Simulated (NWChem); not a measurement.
System: C₄H₅NO; SMILES C1=CC=NCO1

Here is an NWChem input.

```
start job
memory heap 200 mb stack 900 mb global 1100 mb
geometry units angstroms noautoz
  C      1.352888     0.131557    -0.212656
  C      0.780538    -1.085795     0.027097
  O     -0.522680    -1.225371     0.300651
  C     -1.334597    -0.068728    -0.094081
  N     -0.773450     1.215831     0.219258
  C      0.511656     1.285112     0.072455
  H      2.430594     0.222850    -0.398214
  H      1.336443    -2.035451     0.105694
  H     -1.499922    -0.147825    -1.200024
  H     -2.298118    -0.223910     0.427478
  H      0.995087     2.267333     0.246506
end
basis spherical
  C library cc-pvtz
  O library cc-pvtz
  N library cc-pvtz
  H library cc-pvtz
end
dft
  xc pbe0
  iterations 150
  semidirect filesize 400000000
  mulliken
end
task dft energy
```

Parts of the log:

```
             Northwest Computational Chemistry Package (NWChem) 7.3.0
             --------------------------------------------------------

 C1  symmetry detected

                             Geometry "geometry" -> ""
                             -------------------------

 Output coordinates in angstroms (scale by  1.889725989 to convert to a.u.)

  No.       Tag          Charge          X              Y              Z
 ---- ---------------- ---------- -------------- -------------- --------------
    1 C                    6.0000     1.38459007    -0.13412418    -0.15231156
    2 C                    6.0000     0.57937883    -1.22382885     0.02429673
    3 O                    8.0000    -0.74383427    -1.11829988     0.19940001
    4 C                    6.0000    -1.29441673     0.17082786    -0.23402152
    5 N                    7.0000    -0.52916481     1.32700372     0.14121969
    6 C                    6.0000     0.75371668     1.15542416     0.08999511
    7 H                    1.0000     2.47129119    -0.24521862    -0.25697820
    8 H                    1.0000     0.94138287    -2.26084722     0.12725474
    9 H                    1.0000    -1.38813749     0.12729864    -1.35027429
   10 H                    1.0000    -2.30634682     0.19682739     0.21296783
   11 H                    1.0000     1.39702499     2.02951887     0.31553941

 Effective nuclear repulsion energy (a.u.)     225.0700245964

                                 NWChem DFT Module
                                 -----------------

 Summary of "ao basis" -> "ao basis" (spherical)
 ------------------------------------------------------------------------------
       Tag                 Description            Shells   Functions and Types
 ---------------- ------------------------------  ------  ---------------------
 C                          cc-pvtz                 10       30   4s3p2d1f
 O                          cc-pvtz                 10       30   4s3p2d1f
 N                          cc-pvtz                 10       30   4s3p2d1f
 H                          cc-pvtz                  6       14   3s2p1d

            General Information
            -------------------
          SCF calculation type: DFT
          Wavefunction type:  closed shell.
          No. of atoms     :    11
          No. of electrons :    44
           Alpha electrons :    22
            Beta electrons :    22
          Charge           :     0
          Spin multiplicity:     1
          Use of symmetry is: off; symmetry adaption is: off
          Maximum number of iterations: 150
          AO basis - number of functions:   250
                     number of shells:    90
          Convergence on energy requested:  1.00D-06
          Convergence on density requested:  1.00D-05
          Convergence on gradient requested:  5.00D-04

              XC Information
              --------------
                         PBE0 Method XC Functional
                     Hartree-Fock (Exact) Exchange  0.250
          PerdewBurkeErnzerhof Exchange Functional  0.750
            Perdew 1991 LDA Correlation Functional  1.000 local
           PerdewBurkeErnz. Correlation Functional  1.000 non-local

             Grid Information
             ----------------
          Grid used for XC integration:  medium
          Radial quadrature: Mura-Knowles
          Angular quadrature: Lebedev.
          Tag              B.-S. Rad. Rad. Pts. Rad. Cut. Ang. Pts.
          ---              ---------- --------- --------- ---------
          C                   0.70       49          11.0       434
          O                   0.60       49          11.0       434
          N                   0.65       49          11.0       434
          H                   0.35       45          12.0       434
          Grid pruning is: on
          Number of quadrature shells:   519
          Spatial weights used:  Erf1

      Superposition of Atomic Density Guess
      -------------------------------------

 Sum of atomic energies:        -282.27130192

      Non-variational initial energy
      ------------------------------

 Total energy =    -285.786833
 1-e energy   =    -828.070126
 2-e energy   =     317.213268
 HOMO         =      -0.254699
 LUMO         =      -0.047132

------------------------------------------------------------
EAF file 0: "./job.aoints.0" size=2057830400 bytes
------------------------------------------------------------
               write      read    awrite     aread      wait
               -----      ----    ------     -----      ----
     calls:     3925         0         0         0         0
   data(b): 2.06e+09  0.00e+00  0.00e+00  0.00e+00
   time(s): 0.00e+00  0.00e+00  0.00e+00  0.00e+00  0.00e+00
rate(mb/s): 0.00e+00  0.00e+00
------------------------------------------------------------

     ---------------------------------------------
      Total Density - Mulliken Population Analysis
     ---------------------------------------------

    Atom       Charge   Shell Charges
 -----------   ------   -------------------------------------------------------
    1 C    6     6.37   1.95  0.89  0.18  0.28  0.83  1.57  0.61  0.01  0.04  0.01
    2 C    6     5.74   1.96  0.85  0.18  0.33  0.66  1.23  0.39  0.03  0.10  0.01
    3 O    8     8.38   1.95  1.03  0.24  0.50  1.29  2.26  1.08  0.00  0.03  0.00
    4 C    6     5.87   1.95  0.84  0.17  0.34  0.66  1.32  0.44  0.03  0.11  0.01
    5 N    7     7.54   1.95  0.99  0.23  0.40  1.02  1.93  0.97  0.01  0.04  0.00
    6 C    6     5.88   1.95  0.86  0.18  0.34  0.70  1.29  0.43  0.03  0.09  0.01
    7 H    1     0.79   0.23  0.40  0.13  0.01  0.02  0.00
    8 H    1     0.83   0.24  0.43  0.15  0.01  0.01  0.00
    9 H    1     0.90   0.25  0.47  0.17  0.01  0.01  0.00
   10 H    1     0.88   0.25  0.47  0.14  0.01  0.01  0.00
   11 H    1     0.83   0.24  0.43  0.14  0.01  0.01  0.00

[...]
```

Level: PBE0/cc-pVTZ. Structure relaxed at the PBE-D3(BJ)/def2-SVP level.
